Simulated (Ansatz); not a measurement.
```xyz
8

Mg   -0.9807   -0.9527   -0.9187
O    -1.0518   -1.0010    0.9858
O    -1.0572    0.9934   -1.0387
Mg   -0.9181    0.9829    0.9312
O     1.0007   -1.0637   -1.0061
Mg    0.9122   -0.9412    0.9802
Mg    0.9263    0.9569   -0.8923
O     1.0366    1.0452    0.9802
```

Basis set: 6-31G* (spherical functions). Correlated methods keep 8 orbitals frozen. Charge 0, multiplicity 1.

Computed with Ansatz (development build ahead of 0.2.0); each method stands on the lowest determinant of its kind that the runs found. Restricted open shells among the atoms or ions are ROHF, correlated in semicanonical orbitals with singles.

Problem. Give the atomization energy at this shape (free ground-state atoms in the same class of orbitals less the molecule, no zero-point energy) of singlet Mg₄O₄ by RHF-MP2, RHF.

Solution.

| method | atomization energy |
| --- | --- |
| RHF-MP2 | 659.66 kcal/mol |
| RHF | 400.65 kcal/mol |
